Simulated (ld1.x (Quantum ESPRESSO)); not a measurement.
**Ir, PAW: configuration errors across variants**

* Element: Ir
* Generator: ld1.x (Quantum ESPRESSO) 7.5
* Type: PAW
* Functional: PBE
* Relativity: scalar-relativistic
* Frozen core: [Xe] 4f14
* Valence charge: 9
* Reference configuration: 5d8 6s1 6p0
* Partial waves: 6s (bound): rcut 2.20, rcutus 2.50 bohr; 6s channel at 3.2 Ry: rcut 2.20, rcutus 2.50 bohr; 6p (bound, empty): rcut 3.85, rcutus 4.35 bohr; 6p channel at 1.8 Ry: rcut 3.85, rcutus 4.35 bohr; 5d (bound): rcut 1.65, rcutus 1.90 bohr; 5d channel at 0.15 Ry: rcut 1.65, rcutus 1.90 bohr
* Local potential: all-electron potential smoothed inside 1.95 bohr (lloc = -1)
* Core correction: a·sin(br)/r model core, default radius (ld1.x builds one for every PAW set, though the input has nlcc=.false.)
* Augmentation charge: GAUSS, radius 1.70 bohr

All-electron excitation energies from the reference (eV): (1) 5d7 6s2 6p0 0.334; (2) 5d7 6s1 6p0 10.213; (3) 5d7 6s0 6p0 27.682; (4) 5d7 6s1 6p1 5.649; (5) 5d7 6s1.5 6p0 4.368; (6) 5d7.5 6s1.5 6p0 0.048; (7) 5d7 6s0 6p1 16.684.

2 further variants failed, have other tests or too few solved ones, and are left out.

A true bound ghost makes a file unfit for plane-wave use even where its test errors are small: the radial tests pick states by their node count and pass the ghost by.

Errors AE − PS in meV (a dash: test not solved or not reliable):

```tsv
change	(1)	(2)	(3)	(4)	(5)	(6)	(7)	bound ghosts
base	-17	-27	-59	-6.7	-20	-2.8	-20	s
all radii but the core radius scaled by about 0.93 (s 2.32, p 4.02, d 1.76 bohr, rcut 2.04/3.56/1.52); local potential all-electron potential smoothed inside 1.80 bohr (lloc = -1); augmentation GAUSS, radius 1.58 bohr	–	–	–	–	–	–	–	s
all radii but the core radius scaled by about 1.15 (s 2.88, p 5.02, d 2.20 bohr, rcut 2.54/4.46/1.90); local potential all-electron potential smoothed inside 2.26 bohr (lloc = -1); augmentation GAUSS, radius 1.96 bohr	-6.1	-26	-49	-20	-16	-1.2	-34	none
all radii but the core radius scaled by about 1.22 (s 3.04, p 5.28, d 2.32 bohr, rcut 2.68/4.68/2.00); local potential all-electron potential smoothed inside 2.38 bohr (lloc = -1); augmentation GAUSS, radius 2.06 bohr	-9.4	-26	-55	-29	-17	-1.6	-42	none
all radii but the core radius scaled by about 1.31 (s 3.28, p 5.70, d 2.48 bohr, rcut 2.88/5.04/2.16); local potential all-electron potential smoothed inside 2.56 bohr (lloc = -1); augmentation GAUSS, radius 2.22 bohr	-9.9	-25	-57	-42	-16	-1.9	-60	none
all radii but the core radius scaled by about 1.36 (s 3.40, p 5.92, d 2.60 bohr, rcut 3.00/5.24/2.24); local potential all-electron potential smoothed inside 2.66 bohr (lloc = -1); augmentation GAUSS, radius 2.32 bohr	-10.0	-24	-58	-50	-16	-2.0	-70	none
```

Question: Give the same row for: all radii but the core radius scaled by about 1.07 (s 2.68, p 4.68, d 2.04 bohr, rcut 2.36/4.14/1.78); local potential all-electron potential smoothed inside 2.10 bohr (lloc = -1); augmentation GAUSS, radius 1.82 bohr.

Answer: +142, +32, -25, +59, +85, +11, -26; bound ghosts: none.
